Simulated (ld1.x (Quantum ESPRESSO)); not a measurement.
**Transferability test, ultrasoft potential for platinum (Pt)**

- Element: Pt (Z = 78)
- Generator: ld1.x (Quantum ESPRESSO) 7.5
- Type: ultrasoft
- Functional: LDA (PZ)
- Relativity: scalar-relativistic
- Frozen core: [Kr] 4d10 4f14
- Valence charge: 18
- Reference configuration: 5s2 5p6 5d9 6s0.75 6p0.25
- Partial waves: 5s (bound): rcut 1.20, rcutus 1.60 bohr; 6s (bound): rcut 1.20, rcutus 1.60 bohr; 5p (bound): rcut 1.45, rcutus 1.95 bohr; 6p (bound): rcut 1.45, rcutus 1.95 bohr; 5d (bound): rcut 2.25, rcutus 2.45 bohr; 5d channel at 1.9 Ry: rcut 2.25, rcutus 2.45 bohr
- Local potential: all-electron potential smoothed inside 2.16 bohr (lloc = -1)
- Core correction: a·sin(br)/r model core inside 1.20 bohr
- Augmentation charge: PSQ, inside the norm-conserving radii

Energies are relative to the spin-unpolarised reference configuration 5s2 5p6 5d9 6s0.75 6p0.25; without spin polarisation the order of configurations can differ from experiment. Spin-polarised rows fill each open shell by Hund’s rule, majority spin first.

| valence configuration | charge | ΔE all-electron (eV) | error AE − PS (meV) |
| --- | --- | --- | --- |
| 5s2 5p6 5d9 6s1 6p0 | 0 | -1.258 | -2.1 |
| 5s2 5p6 5d9 6s0 6p0 | +1 | 8.287 | -26 |
| 5s2 5p6 5d8 6s0 6p0 | +2 | 28.546 | -31 |
| 5s1 5p6 5d9 6s1 6p0 | +1 | 107.655 | +197 |
| 5s2 5p6 5d9 6s0 6p1 | 0 | 3.927 | -30 |
| 5s2 5p6 5d8 6s2 6p0 | 0 | -0.328 | -102 |
| 5s2 5p6 5d9 6s0.5 6p0 | +0.5 | 2.602 | -9.0 |
| 5s2 5p6 5d9 6s0.75 6p0.25 (spin-polarised) | 0 | -0.346 | +10.0 |

(1) What are ΔE and the potential's error for 5s2 5p6 5d9 6s1 6p0 (spin-polarised)?

Levels in the configuration 5s2 5p6 5d9 6s1 6p0:

| level | all-electron (eV) | pseudo (eV) |
| --- | --- | --- |
| 5s | -102.204 | -102.207 |
| 5p | -56.287 | -56.301 |
| 5d | -6.377 | -6.373 |
| 6s | -5.969 | -5.972 |

Answers

(1) ΔE = -1.637 eV all-electron; the error (AE − PS) is +15 meV.
